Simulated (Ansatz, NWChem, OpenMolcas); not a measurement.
## AgI (SMILES [Ag][I]): methods side by side

AgI: 2 atoms, total charge 0, spin state singlet. SMILES: `[Ag][I]`. Geometry: the measured bond length.

```xyz
2

Ag    0.0000    0.0000    0.0000
I     0.0000    0.0000    2.5446
```

Each level gives the vertical energy of the triplet above the singlet (eV). The values are calculated.

| level | kind | program | value (eV) | CPU time (all runs) |
| --- | --- | --- | --- | --- |
| HF/def2-TZVPPD (core potential) | Hartree–Fock | OpenMolcas | 2.66 | 29 s |
| SVWN5/def2-TZVPPD (core potential) | LDA | OpenMolcas | 2.53 | 51 s |
| BLYP/def2-TZVPPD (core potential) | GGA | Ansatz | 2.46 | 57 s |
| M06-L/def2-TZVPPD (core potential) | meta-GGA | OpenMolcas | 2.66 | 98 s |
| PBE0/def2-TZVPPD (core potential) | global hybrid | OpenMolcas | 2.72 | 67 s |
| wB97X/def2-TZVPPD (core potential) | range-separated hybrid | NWChem | 2.91 | 7.3 min |
| MP2/def2-TZVPPD (core potential) | perturbation theory | Ansatz | 2.90 | 31 s |
| CCSD/def2-TZVPPD (core potential) | coupled cluster or CI | Ansatz | 2.82 | 86 s |

Spin-orbit coupling, which can split open shells on such heavy atoms by tenths of an eV, is left out. The values span 2.46 to 2.91 eV. In the correlated wave-function rows the outer d shell of I is correlated, in sets not made for it. CPU times are rough (shared hosts, several kinds of processor): they show what a rung costs within a factor of a few.
